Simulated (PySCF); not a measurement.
From one molecule to another.

First species: C6H8N2.
SMILES: `C=C/C=N\N=C\C=C`

Second species: C₆H₈N₂.
SMILES: `c1cccnc1NC`

Levels: CAM-B3LYP/def2-SVPD for dipole moment, HOMO energy, LUMO energy, HOMO–LUMO gap, static isotropic polarisability and electronic spatial extent ⟨r²⟩ about the centre of nuclear charge; TDDFT CAM-B3LYP/def2-SVPD for lowest singlet excitation; TDA CAM-B3LYP/def2-SVPD for lowest triplet excitation (Tamm–Dancoff); GFN2-xTB for rotational constant A and rotational constant C. Geometries: GFN2-xTB. All species are isolated and taken at one optimised geometry, non-relativistic unless stated. Electronic properties by PySCF.

Dipoles, sizes and rotational constants follow the conformer. The torsions of the flexible species, by atom-mapped SMILES:
- `[CH2:1]=[CH:2]/[CH:3]=[N:4]\[N:5]=[CH:6]\[CH:7]=[CH2:8]`: C1–C2–C3–N4 -178°, C3–N4–N5–C6 105°, N5–C6–C7–C8 178°
- `[CH3:1][NH:2][c:3]1[cH:4][cH:5][cH:6][cH:7][n:8]1`: C1–N2–C3–C4 14°

```tsv
property	column X	column Y
dipole moment	1.96 D	1.73 D
HOMO energy	-7.19 eV	-7.68 eV
LUMO energy	0.59 eV	-0.33 eV
HOMO–LUMO gap	7.78 eV	7.35 eV
lowest singlet excitation	4.72 eV	4.12 eV
lowest triplet excitation (Tamm–Dancoff)	3.75 eV	2.91 eV
static isotropic polarisability	86.1 au	112.3 au
electronic spatial extent ⟨r²⟩ about the centre of nuclear charge	971 bohr²	1526 bohr²
rotational constant A	5.186 GHz	6.534 GHz
rotational constant C	1.226 GHz	0.739 GHz
```

Which column belongs to which species?

Column X is the second species and column Y the first. The first has 16 atoms and 58 electrons, the second 16 and 58.

How does each property change from the first species to the second?

dipole moment +0.23 D; HOMO energy +0.49 eV; LUMO energy +0.92 eV; HOMO–LUMO gap +0.43 eV; lowest singlet excitation +0.60 eV; lowest triplet excitation (Tamm–Dancoff) +0.84 eV; static isotropic polarisability -26.2 au; electronic spatial extent ⟨r²⟩ about the centre of nuclear charge -555 bohr²; rotational constant A -1.348 GHz; rotational constant C +0.487 GHz.

On the first: No computed singlet falls in the visible range (750 to 380 nm, 1.65 to 3.26 eV); S1 lies 0.86 eV above its blue end. The dipole matches unit charges of opposite sign 0.36 Å apart (1 e·Å = 4.8032 D).

On the second: A dipole of 1.96 D is allowed in C1, and pure rotational transitions are dipole-allowed. The principal polarisabilities are 53.5, 86.8 and 118.0 au; their mean is the isotropic value.
